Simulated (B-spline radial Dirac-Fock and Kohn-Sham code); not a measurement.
## EELS cross sections of the Ni M3 (3p3/2) edge

System: the Ni atom in the configuration [Ar] 3d8 4s2. These are calculated numbers from a radial finite-basis atomic code; the model is the first Born approximation with generalised oscillator strengths from a Dirac-Hartree-Slater potential (longitudinal and transverse terms; continuum final states only, so no white lines or fine structure). The edge is taken at 66.20 eV (tabulated value).

Input of the calculation (task.json; shells as n, l, electrons):

```json
{"items": [{
  "Z": 28,
  "q": 0,
  "cfg": [[1, 0, 2], [2, 0, 2], [2, 1, 6], [3, 0, 2], [3, 1, 6], [3, 2, 8], [4, 0, 2]],
  "A": 58,
  "rrms": 3.7757,
  "do": "eels",
  "beams": [[60, 5], [60, 10], [60, 20], [60, 100], [80, 10], [80, 100], [100, 10], [120, 5], [200, 5], [200, 50], [300, 5], [300, 10], [300, 20], [300, 50]],
  "edges": {"M3": 66.2}
}]}
```

Run with: `python xray2_run.py task.json out`

Partial cross sections σ(β, Δ) in barn, integrated over a window Δ above the edge and up to the collection semi-angle β, for parallel illumination:

| E₀ (kV) | β (mrad) | Δ = 25 eV | Δ = 50 eV | Δ = 100 eV | Δ = 200 eV | Δ = 300 eV |
| --- | --- | --- | --- | --- | --- | --- |
| 60 | 5 | 6490 | 10200 | 16300 | 22400 | 24400 |
| 60 | 10 | 9210 | 14700 | 24100 | 33900 | 37700 |
| 60 | 20 | 13100 | 21100 | 35000 | 49500 | 55200 |
| 60 | 100 | 18400 | 30900 | 53600 | 81400 | 94400 |
| 80 | 10 | 8150 | 13000 | 21500 | 30600 | 34100 |
| 80 | 100 | 14800 | 24900 | 43300 | 65800 | 76400 |
| 100 | 10 | 7460 | 12000 | 19800 | 28300 | 31700 |
| 120 | 5 | 5080 | 8090 | 13300 | 18900 | 21000 |
| 200 | 5 | 4400 | 7050 | 11800 | 16900 | 19000 |
| 200 | 50 | 8230 | 13800 | 24100 | 36700 | 42600 |
| 300 | 5 | 4100 | 6600 | 11100 | 16000 | 18100 |
| 300 | 10 | ? | ? | ? | ? | ? |
| 300 | 20 | 6580 | 11000 | 19000 | 28300 | 32100 |
| 300 | 50 | 6790 | 11400 | 19900 | 30400 | 35400 |

Question: Give the row for 300 kV and 10 mrad.

Answer: 5500 b for 25 eV, 8970 b for 50 eV, 15100 b for 100 eV, 21800 b for 200 eV, 24500 b for 300 eV.
